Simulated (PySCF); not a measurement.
Bi(OMe)2(TeH), C2H7BiO2Te, SMILES C[O][Bi]([O]C)[TeH] at its B3LYP/def2-SVP optimised geometry (Å):

```
13

Bi    -1.6306    -1.4058     0.0000
O     -1.8786    -1.3499    -2.1057
C     -1.4456    -2.4409    -2.8821
H     -2.0049    -3.3779    -2.6760
H     -1.6117    -2.1927    -3.9461
H     -0.3667    -2.6633    -2.7594
O      0.4787    -1.4058     0.0000
C      1.2615    -0.4852    -0.7213
H      1.1163     0.5575    -0.3755
H      2.3252    -0.7450    -0.5721
H      1.0553    -0.5055    -1.8088
Te    -2.3252     1.4058     0.0000
H     -2.4218     1.3900     1.6735
```

Method: B3LYP/def2-TZVP, def2 effective core potentials past Kr (PySCF). The core electrons that the potentials of Bi, Te replace are not part of the density. Cells within 0.4 Å of a nucleus heavier than hydrogen are left out (blank, or x).

Map of the HOMO−1 amplitude (bohr^(-3/2)) on the plane z = 0.0 Å; orbital energy -7.06 eV, overall sign arbitrary:

```
|455555555554444444444444444|
|555555555555544444444444444|
|555555555555544444444444444|
|555556655555554444444444444|
|555666666555554444444444444|
|556677877655554444444444444|
|556789987655544444444444444|
|556789887655444444444444444|
|556785x25544444444444444444|
|555663xx4344444444444444444|
|555544x82233444444444444444|
|444432100123444433444444444|
|444331000123444443444444444|
|444332100123444444444444444|
|444432211223445554444444444|
|444443334333446765444444444|
|44444556x64444x976544444444|
|44555664xx5431xx75544444444|
|45555674x26530xx55544444444|
|455566777776432344444444444|
|555566788876543444444444444|
|555556677776544444444444444|
|455555666665554444444444444|
|455555556555554444444444444|
|445555555555554444444444444|
|445555555555554444444444444|
|444555555555544444444444444|
```
Scale: ten equal steps from -0.107 (start of '0') to 0.112 (end of '9'), in the order '0123456789'; x runs from -4.50 to 4.50, y from -4.50 (bottom) to 4.50 (top).
